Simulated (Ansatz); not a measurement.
Energy profile

The step: BHF₂ ([F][BH][F]) + NH₃ → BNH₂F₂ ([NH2][B]([F])[F]) + H₂; bonds formed: H2–H5; dative contacts that become bonds: B1–N6; bonds broken: B1–H2, H5–N6 (atoms numbered as in the saddle structure below).

B1  (-0.221, -0.368, -0.513)
H2  (0.518, 0.596, -1.271)
F3  (0.380, -1.552, -0.745)
F4  (-1.508, -0.217, -0.888)
H5  (0.594, 0.814, -0.267)
N6  (0.121, 0.263, 0.860)
H7  (-0.629, 0.717, 1.361)
H8  (0.746, -0.252, 1.463)
(Å)

Electronic energies by CCSD(T) at an estimated basis limit (MP2 extrapolated from triple and quadruple zeta, plus CCSD(T) − MP2 in triple zeta), on PBE0-D4/def2-TZVP structures; BNH$_{4}$F$_{2}$, closed shell; no counterpoise correction. Ansatz 0.2.0; basis: def2-TZVPP and def2-QZVPP; cores frozen in the correlated methods. Extrapolation: Hartree–Fock as exp(−7.88 √X), correlation as X^−2.97.

Give the profile in kJ/mol, counted from the separated reactants. (Judge from chemistry; the value comes from the calculation.)

The calculation gives:
```tsv
point	kJ/mol
separated: BHF$_{2}$ (linked as [F][BH][F]; B1, H2, F3, F4; singlet) + NH$_{3}$ (H5, N6, H7, H8; singlet)	0.0
start structure	-75.6
saddle	106.5
end structure	-90.5
separated: BNH$_{2}$F$_{2}$ (linked as [NH2][B]([F])[F]; B1, F3, F4, N6, H7, H8; singlet) + H$_{2}$ (H2, H5; singlet)	-88.4
```

The T1 diagnostic stays at or below 0.014. The end structure is not quite a true minimum (one mode of 28i cm⁻¹).

The step is the kind of exchange with an N–H group that builds nitride films in atomic layer and chemical vapour deposition.

For scale, one of the runs: CCSD(T)/def2-TZVPP, 180 basis functions, launched by `ansatz run in.yaml --threads 2 --pin off --events-out ev --progress --plain --max-ram 4352MiB`. The run took 51 s on 2 CPU threads of an Arm Neoverse V2 (shared host), with 1.9 GiB of host memory at its peak.
